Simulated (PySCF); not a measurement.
# ECD: `C1=C(\[SiH3])CCCCCC/1`, C8H16Si

Geometry (Å), atoms numbered from 1 in this order:
```xyz
25

Si    2.191   -0.301    1.117
C     1.178   -0.466   -0.457
C     0.708    0.584   -1.156
C     0.386    1.910   -0.574
C    -1.105    1.805   -0.170
C    -1.506    0.539    0.607
C    -1.726   -0.781   -0.182
C    -0.722   -1.934   -0.012
C     0.603   -1.811   -0.796
H     2.936    0.993    1.161
H     1.373   -0.403    2.371
H     3.179   -1.425    1.150
H     0.190    0.366   -2.103
H     0.520    2.751   -1.273
H     0.998    2.115    0.320
H    -1.368    2.692    0.430
H    -1.724    1.867   -1.083
H    -0.787    0.367    1.426
H    -2.456    0.781    1.111
H    -1.849   -0.558   -1.256
H    -2.703   -1.187    0.131
H    -0.495   -2.047    1.064
H    -1.215   -2.876   -0.310
H     0.389   -1.873   -1.878
H     1.263   -2.657   -0.543
```

Level of theory: TDDFT CAM-B3LYP/def2-SVPD circular dichroism and optical rotation, one conformer, gas phase in PySCF. Geometry: PBE0-D3(BJ)/def2-SVP.

States above about 8.0 eV (minus the energy of the highest occupied orbital) lie near or above the ionisation threshold and depend on the basis. No stereocentre is labelled: unless the shape is locked (an allene, a helicene, a hindered biaryl), the mirror image is equally populated and a measured rotation or CD is zero.

(1) Which excitations and rotatory strengths does the calculation give?

Answers

(1) Rotatory strengths R in 10⁻⁴⁰ esu² cm², velocity form and length form (origin at the centre of mass); f in length form.
```
state  E (eV)  λ (nm)      f  R (velocity)  R (length)                                main
    1    5.75     215  0.152        +141.2      +144.4                      HOMO→LUMO 0.90
    2    6.71     185  0.024         -65.2       -66.0  HOMO−1→LUMO 0.50, HOMO→LUMO+1 0.24
    3    6.80     182  0.042         -24.1       -24.2  HOMO→LUMO+1 0.61, HOMO−1→LUMO 0.20
    4    6.96     178  0.047         -64.9       -64.5                    HOMO→LUMO+2 0.74
    5    7.03     176  0.060         -19.3       -19.5  HOMO→LUMO+4 0.43, HOMO→LUMO+3 0.35
    6    7.37     168  0.009          +8.2        +7.9  HOMO→LUMO+3 0.35, HOMO→LUMO+5 0.28
    7    7.55     164  0.007         +60.3       +62.4  HOMO−4→LUMO 0.50, HOMO−2→LUMO 0.18
    8    7.64     162  0.035          +7.9        +7.5  HOMO→LUMO+6 0.64, HOMO→LUMO+4 0.16
    9    7.79     159  0.015         +15.1       +15.9  HOMO→LUMO+7 0.60, HOMO→LUMO+3 0.12
   10    7.81     159  0.012          +1.5        +0.5  HOMO→LUMO+5 0.41, HOMO→LUMO+7 0.26
   11    8.00     155  0.024          -9.4        -9.3  HOMO−2→LUMO 0.71, HOMO−4→LUMO 0.18
   12    8.15     152  0.002          -5.1        -6.4  HOMO−5→LUMO 0.49, HOMO−6→LUMO 0.15
```

Among the states computed, the strongest CD band (largest |R|) is state 1. The largest dissymmetry factor in size, g = 4R/(D+G), with D and G the electric and magnetic dipole strengths, is +0.099 for state 7 (velocity form, f = 0.007), among bands with |R| over 0.5. The mirror image has the same energies and oscillator strengths and all R with the opposite sign.
